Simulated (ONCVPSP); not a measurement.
## Building the ONCV potential for Se (PBE, fully relativistic).

| Item | Value |
| --- | --- |
| Element | Se |
| Generator | ONCVPSP 4.0.1 |
| Type | optimised norm-conserving Vanderbilt (ONCV) |
| Functional | PBE |
| Relativity | fully relativistic |
| Frozen core | [Ne] |
| Valence charge | 24 |
| Reference configuration | 3s2 3p6 3d10 4s2 4p4 |
| Partial waves | 3s+4s: rc 0.75 bohr, ncon 5, nbas 10, qcut 12.6 1/bohr, 2 projectors; 3p+4p: rc 0.90 bohr, ncon 3, nbas 6, qcut 13.1 1/bohr, 2 projectors; 3d: rc 0.80 bohr, ncon 4, nbas 8, qcut 20.4 1/bohr, 2 projectors, debl 0.4 Ha; f scattering state at 0.18 Ha: rc 0.85 bohr, ncon 5, nbas 8, qcut 14.1 1/bohr, 1 projector |
| Local potential | polynomial inside 0.50 bohr (lpopt 5, dvloc0 1 Ha) |
| Core correction | none |

Open shells are filled in proportion to 2j + 1.

In the d channel the program set the typed energies aside and used -1.938, 0.250 Ha (j = l + 1/2; the other j can differ).

Estimate the cutoffs (Ha) at which the residual kinetic energy of the hardest occupied pseudo-wave falls to 1 and 0.1 mHa per electron.

182 Ha and 499 Ha.

Does the potential have ghost states?

No bound ghost flagged; GHOST(+) flags only above 600 eV.

Tests: 3s2 3p6 3d10 4s2 4p3; 3s2 3p6 3d10 4s2 4p2; 3s2 3p6 3d10 4s2 4p1; 3s2 3p6 3d9 4s2 4p4. Which has the largest error in its energy relative to the reference configuration, and how large is it?

3s2 3p6 3d9 4s2 4p4, with +55 meV (all-electron minus pseudo) on +64.08 eV.
